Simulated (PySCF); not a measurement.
Compound: [InCl4]- (charge -1).
Bonds: In1–Cl2, In1–Cl3, In1–Cl4, In1–Cl5.

Theory: PBE0-D3(BJ)/def2-SVP geometry optimisation, gas phase, def2 core potentials past Kr (PySCF).

(1) How far are the bound atoms from In1?

(2) List the angles at In1.

(3) What is the shape at In1?

Answers

(1) 4 atoms: Cl5 2.389 Å, Cl2 2.394 Å, Cl3 2.394 Å, Cl4 2.394 Å.

(2) 
```tsv
angle	degrees	distance of the outer atoms (Å)
Cl2–In1–Cl4	110.9	3.94
Cl2–In1–Cl3	110.2	3.93
Cl3–In1–Cl5	109.3	3.90
Cl3–In1–Cl4	109.3	3.91
Cl2–In1–Cl5	108.9	3.89
Cl4–In1–Cl5	108.1	3.87
```

(3) Tetrahedral: angles from 108.1° to 110.9°; τ4 = (360° − α − β)/141° = 0.99 with α and β the two widest (0 for a square, 1 for a tetrahedron).

Charge -1, singlet. Whether it is a minimum is left open (no frequencies).

The run took 32 s of wall time on one thread of an Intel Xeon 6975P-C, shared host with 192 logical CPUs at a one-minute load of 47, and the process peaked at 0.41 GiB of memory. That covers the optimisation of the geometry.
